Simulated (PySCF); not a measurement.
## Working out the ionisation energy of Ga

Ga [Ar] 3d10 4s2 4p1 (2P) → Ga⁺ [Ar] 3d10 4s2 (1S). Calculation: PySCF 2.14, in pcseg-2; the non-relativistic Hamiltonian (point nucleus). Frozen: [Ar] 3d10. Energies in hartree (1 hartree = 27.21139 eV):

```
            part    Ga (lower)   Ga⁺ (upper)
             UHF  -1923.232396  -1923.027264
CCSD correlation     -0.046765     -0.036824
             (T)     -0.000846      0.000000
```

Problem. What does Hartree-Fock give?

Solution. (-1923.027264) − (-1923.232396) = 0.205132 hartree = 5.582 eV.

Problem. What do CCSD and CCSD(T) give?

Solution. The CCSD correlation energies differ by 0.009941 hartree = 0.271 eV and the triples by 0.000846 hartree = 0.023 eV, so CCSD gives 5.853 eV and CCSD(T) 5.876 eV.

Measured between the centres of the two terms (NIST): 5.931 eV, so CCSD(T) (valence) is off by -0.055 eV.

The calculation is non-relativistic.

What remains against the reference includes basis incompleteness, the frozen core and higher excitations.
